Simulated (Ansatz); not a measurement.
Relaxation of BH6NOSi (10 atoms, charge 0, multiplicity 1), to a largest force component of 0.02 eV/Å in at most 40 steps.

Theory: Ansatz 0.2.0, RKS B3LYP/STO-3G.

```xyz
10
Properties=species:S:1:pos:R:3
B -0.375 1.664 0.144
N 0.599 0.595 0.302
Si -0.199 -0.930 -0.239
O 1.011 -2.219 -0.013
H -0.785 2.014 -0.966
H -0.816 2.324 1.071
H 0.818 0.506 1.330
H -1.334 -1.168 0.571
H -0.531 -0.821 -1.604
H 1.694 -2.017 -0.592
```

Question: Where does it end, and by what steps?

Answer: The run converged. Limits of this set-up: minimal basis. After 15 steps the energy has fallen by 1.416 eV; H6 moved furthest, 0.98 Å.

```json
{"step": "0", "energy less start (eV)": "0.0000", "largest force component (eV/Å)": "7.002", "accepted": "yes"}
{"step": "1", "energy less start (eV)": "-0.8597", "largest force component (eV/Å)": "1.604", "accepted": "yes"}
{"step": "2", "energy less start (eV)": "-1.0780", "largest force component (eV/Å)": "1.031", "accepted": "yes"}
{"step": "3", "energy less start (eV)": "-1.2573", "largest force component (eV/Å)": "0.843", "accepted": "yes"}
{"step": "4", "energy less start (eV)": "-1.3644", "largest force component (eV/Å)": "0.325", "accepted": "yes"}
{"step": "5", "energy less start (eV)": "-1.3795", "largest force component (eV/Å)": "0.272", "accepted": "yes"}
{"step": "6", "energy less start (eV)": "-1.3736", "largest force component (eV/Å)": "1.133", "accepted": "no"}
{"step": "7", "energy less start (eV)": "-1.3956", "largest force component (eV/Å)": "0.268", "accepted": "yes"}
{"step": "8", "energy less start (eV)": "-1.4044", "largest force component (eV/Å)": "0.088", "accepted": "yes"}
{"step": "9", "energy less start (eV)": "-1.4067", "largest force component (eV/Å)": "0.414", "accepted": "yes"}
{"step": "10", "energy less start (eV)": "-1.4109", "largest force component (eV/Å)": "0.139", "accepted": "yes"}
{"step": "11", "energy less start (eV)": "-1.4137", "largest force component (eV/Å)": "0.042", "accepted": "yes"}
{"step": "12", "energy less start (eV)": "-1.4144", "largest force component (eV/Å)": "0.114", "accepted": "yes"}
{"step": "13", "energy less start (eV)": "-1.4010", "largest force component (eV/Å)": "0.462", "accepted": "no"}
{"step": "14", "energy less start (eV)": "-1.4154", "largest force component (eV/Å)": "0.041", "accepted": "yes"}
{"step": "15", "energy less start (eV)": "-1.4156", "largest force component (eV/Å)": "0.017", "accepted": "yes"}
```

```xyz
10
Properties=species:S:1:pos:R:3
B -0.140 1.728 0.065
N -0.106 0.473 0.655
Si -0.309 -1.103 -0.148
O 1.173 -1.945 -0.231
H -0.333 1.812 -1.088
H 0.023 2.689 0.715
H 0.080 0.433 1.682
H -1.168 -1.934 0.664
H -0.887 -0.813 -1.444
H 1.751 -1.391 -0.867
```

Whether the end is a true minimum wasn't checked by a vibrational analysis.

Run time: 34 s on 1 thread of Arm Neoverse V1, on a shared host, peak memory 0.12 GiB.
